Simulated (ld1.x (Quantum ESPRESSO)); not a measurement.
# Which change was made? (Cd, TM)

* Element: Cd (Z = 48)
* Generator: ld1.x (Quantum ESPRESSO) 7.5
* Type: norm-conserving Troullier–Martins (Kleinman–Bylander form)
* Functional: PBE
* Relativity: scalar-relativistic
* Frozen core: [Kr]
* Valence charge: 12
* Reference configuration: 4d9 5s0 5p0 (charge +3)
* Partial waves: 5s (bound, empty): rc 1.65 bohr; 4d (bound): rc 1.60 bohr; 5p (bound, empty): rc 2.50 bohr
* Local potential: the p channel
* Core correction: Bessel-smoothed model core, default radius (core density twice the valence density)

Cutoffs, loose and tight: the cutoffs (Ry, on a coarse ladder) from which the occupation-weighted sum of valence levels, in a spherical-Bessel basis at the reference potential, stays within 10 and 1 mRy of its value at 400 Ry. They do not see the model core or the augmentation charge, which bear on the density cutoff. Test errors are all-electron minus pseudo excitation energies from the reference, over the configurations 4d10 5s2 5p0; 4d10 5s1 5p0; 4d10 5s0 5p0; 4d10 5s1 5p1; 4d10 5s0 5p1; 4d10 5s0 5p2; 4d9 5s2 5p0; variants that change the core or the reference have their own tests. The largest error is taken over the tests solved by every variant that gives reliable tests at all, those not shown here included: 4d10 5s0 5p0; 4d10 5s0 5p1; 4d10 5s0 5p2.

The base gives: outcome: generated; cutoff, loose: 70 Ry; cutoff, tight: 110 Ry; bound ghosts: none; largest test error (meV): -304.

(1) After one change the result is: outcome: generated; cutoff, loose: 70 Ry; cutoff, tight: 110 Ry; bound ghosts: none; largest test error (meV): -304. Which change was it?
A. local potential the d channel
B. wave 5s (bound): rc 1.65 bohr becomes 5s (bound): rc 1.30 bohr
C. all radii but the core radius scaled by about 1.19 (s 1.96, p 2.98, d 1.90 bohr)
D. reference 4d10 5s1 5p1

Results:

(1) B. The others give: local potential the d channel → outcome: generated; cutoff, loose: 70 Ry; cutoff, tight: 110 Ry; bound ghosts: s, p; largest test error (meV): -99 | reference 4d10 5s1 5p1 → outcome: generated; cutoff, loose: 70 Ry; cutoff, tight: 120 Ry; bound ghosts: none; largest test error (meV): -1362 | all radii but the core radius scaled by about 1.19 (s 1.96, p 2.98, d 1.90 bohr) → outcome: generated; cutoff, loose: 60 Ry; cutoff, tight: 100 Ry; bound ghosts: none; largest test error (meV): -295.
